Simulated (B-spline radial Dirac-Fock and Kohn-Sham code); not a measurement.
# L-shell conversion coefficients of Xe against transition energy

Method: a Dirac-Hartree-Slater potential of the neutral atom with a Latter tail (no hole, which puts coefficients of high multipoles low close above an edge), finite nucleus with surface currents. Computed with a radial atomic solver. Subshells within 1 keV of threshold and pair formation are left out.

| energy (keV) | E1 | E3 | E5 | M2 | M4 | M5 |
| --- | --- | --- | --- | --- | --- | --- |
| 10.7 | 13.8 | 6.77e+06 | 3.21e+10 | 28500 | 1.91e+09 | 1.52e+11 |
| 12.3 | 9.41 | 2.94e+06 | 1.37e+10 | 14700 | 6.72e+08 | 5.14e+10 |
| 12.4 | 9.20 | 2.80e+06 | 1.30e+10 | 14100 | 6.32e+08 | 4.82e+10 |
| 17.1 | 3.76 | 409000 | 1.54e+09 | 3120 | 5.80e+07 | 3.78e+09 |
| 18.4 | 3.06 | 263000 | 9.25e+08 | 2220 | 3.38e+07 | 2.10e+09 |
| 20 | 2.42 | 160000 | 5.14e+08 | 1510 | 1.84e+07 | 1.08e+09 |
| 22.7 | 1.69 | 74800 | 2.08e+08 | 840 | 7.30e+06 | 3.93e+08 |
| 32.8 | 0.595 | 8260 | 1.41e+07 | 158 | 523000 | 2.11e+07 |
| 50 | 0.178 | 672 | 602000 | 24.8 | 28100 | 780000 |
| 67.5 | 0.0754 | 115 | 62700 | 6.89 | 3760 | 78900 |
| 100 | 0.0244 | 11.8 | 3270 | 1.37 | 300 | 4310 |
| 106 | 0.0206 | 8.46 | 2120 | 1.09 | 209 | 2830 |
| 130 | 0.0115 | 2.69 | 466 | 0.487 | 59.7 | 665 |
| 194 | 0.00372 | 0.311 | 25.6 | 0.107 | 5.77 | 43.7 |
| 200 | 0.00342 | 0.266 | 20.6 | 0.0961 | 4.86 | 35.8 |
| 298 | 0.00116 | 0.0370 | 1.35 | 0.0235 | 0.569 | 2.91 |
| 348 | 0.000775 | 0.0182 | 0.495 | 0.0140 | 0.260 | 1.16 |
| 349 | 0.000770 | 0.0180 | 0.486 | 0.0138 | 0.256 | 1.14 |
| 367 | 0.000677 | 0.0144 | 0.354 | 0.0117 | 0.200 | 0.854 |
| 429 | 0.000459 | 0.00744 | 0.137 | 0.00708 | 0.0944 | 0.355 |
| 500 | 0.000318 | 0.00404 | 0.0569 | 0.00438 | 0.0467 | 0.156 |
| 764 | 0.000124 | 0.000921 | 0.00666 | 0.00125 | 0.00778 | 0.0194 |
| 938 | 8.18e-05 | 0.000499 | 0.00276 | 0.000707 | 0.00355 | 0.00784 |
| 1000 | 7.22e-05 | 0.000417 | 0.00214 | 0.000595 | 0.00281 | 0.00599 |
| 1220 | 4.99e-05 | 0.000246 | 0.00102 | 0.000353 | 0.00140 | 0.00271 |
| 1910 | 2.32e-05 | 8.62e-05 | 0.000249 | 0.000117 | 0.000343 | 0.000558 |
| 2000 | 2.16e-05 | 7.80e-05 | 0.000219 | 0.000105 | 0.000300 | 0.000481 |
| 2020 | 2.12e-05 | 7.64e-05 | 0.000213 | 0.000102 | 0.000292 | 0.000466 |

Problem. How fast do they fall between 1910 and 2020 keV?

Solution. As powers of the energy: E1 E^-1.59, E3 E^-2.16, E5 E^-2.79, M2 E^-2.35, M4 E^-2.90, M5 E^-3.20. Within one type (E or M) the higher multipoles fall faster.
